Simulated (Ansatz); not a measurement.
Consider the ligand exchange at a Ge–C bond: `N=[C](O)[GeH3]` + `O[SiH2]O` → `O[SiH2][O][GeH3]` + `N=CO`.

Gas-phase electronic energies from Ansatz, PBE0-D4/def2-TZVP geometries. CCSD(T)/CBS is the MP2 limit (def2-TZVPP, def2-QZVPP) plus CCSD(T) − MP2 in def2-TZVPP, frozen cores. This one scheme is used for every species. DFT in def2-TZVPP. For Ge outer-core shells are correlated without core-valence functions, which leaves a few kJ/mol of doubt a bond. Scalar relativity is left out up to krypton. One conformer a species, not always the lowest.

`N=[C](O)[GeH3]`:

Cartesian coordinates in Å:
```
N 0.471 1.404 -0.944
C -0.125 0.690 -0.091
O -1.056 1.240 0.709
Ge 0.116 -1.238 0.276
H 1.147 0.873 -1.483
H -1.111 2.178 0.465
H 1.187 -1.739 -0.702
H 0.580 -1.433 1.724
H -1.208 -1.976 0.045
```

`O[SiH2]O`:

```xyz
7

O     0.490    1.048    0.875
Si    0.255   -0.347    0.042
O    -1.040   -0.298   -0.966
H     0.732    1.830    0.377
H     1.394   -0.639   -0.859
H     0.080   -1.369    1.100
H    -1.910   -0.225   -0.570
```

`O[SiH2][O][GeH3]`:

Z-matrix (Å, degrees):
```
Si
O 1 1.628
O 1 1.644 2 112.9
H 1 1.482 2 110.8 3 -116.3
H 1 1.484 2 106.1 3 121.5
Ge 2 1.779 1 133.2 3 63.6
H 3 0.958 1 117.7 2 70.5
H 6 1.538 2 108.6 1 31.5
H 6 1.536 2 108.0 1 -89.1
H 6 1.533 2 105.7 1 151.5
```

`N=CO`:

Z-matrix (Å, degrees):
```
C
O 1 1.336
N 1 1.258 2 122.1
H 1 1.092 2 110.5 3 -180.0
H 2 0.968 1 106.6 3 -0.0
H 3 1.014 1 111.3 2 180.0
```

CCSD(T)/CBS gives -0.56 eV.

(1) Another level gave -0.56 eV. Which?
A. HF/def2-TZVPP
B. PBE/def2-TZVPP
C. r2SCAN-D4/def2-TZVPP
D. SCS-MP2/def2-TZVPP

Largest T1 diagnostic among the species: 0.014.

Results:

(1) C. r2SCAN-D4 -0.56, HF/def2-TZVPP -0.83, PBE -0.46, SCS-MP2/def2-TZVPP -0.65 eV.

In def2-TZVPP, CCSD(T) changes the Hartree–Fock value by +0.24 eV (the triples alone add +0.03 eV) and MP2 by +0.24 eV. From PBE to PBE0 (25 % exact exchange), in def2-TZVPP and without D4, ΔE moves by −0.06 eV.
